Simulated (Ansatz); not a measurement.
`FC#[C][GeH3]` + HBr → `[GeH3][Br]` + `C#CF`  (ligand exchange at a Ge–C bond)

Computed with Ansatz on PBE0-D4/def2-TZVP structures; ΔE is electronic, products minus reactants. CBS: MP2 limit from def2 TZ/QZ plus the TZ coupled-cluster correction, frozen cores. This one scheme is used for every species. For Br, Ge outer-core shells are correlated without core-valence functions, which leaves a few kJ/mol of doubt a bond. Scalar relativity is left out up to krypton.

```
       species  SCS-MP2/def2-TZVPP energy (Eh)
`FC#[C][GeH3]`                     -2253.04467
           HBr                     -2573.27456
  `[GeH3][Br]`                     -4650.08148
        `C#CF`                      -176.25726
```

**Question.** Work out ΔE.

**Answer.** ΔE = (-4650.08148) + (-176.25726) − (-2253.04467) − (-2573.27456) = -0.01951 Eh = -12.2 kcal/mol. CCSD(T)/CBS gives -13.2 kcal/mol.

Largest T1 diagnostic among the species: 0.013.

In def2-TZVPP, CCSD(T) changes the Hartree–Fock value by +4.4 kcal/mol (the triples alone add +0.5 kcal/mol) and MP2 by +4.1 kcal/mol. Leaving LDA and LC-ωPBE aside and taking each functional with its dispersion term where it has one, the values, not all of them listed here, spread over 2.2 kcal/mol, from BHLYP-D4 to B97M-V. LDA lies +1.3 kcal/mol from PBE without D4. From BLYP to BHLYP (50 % exact exchange), in def2-TZVPP and without D4, ΔE moves by −1.0 kcal/mol.
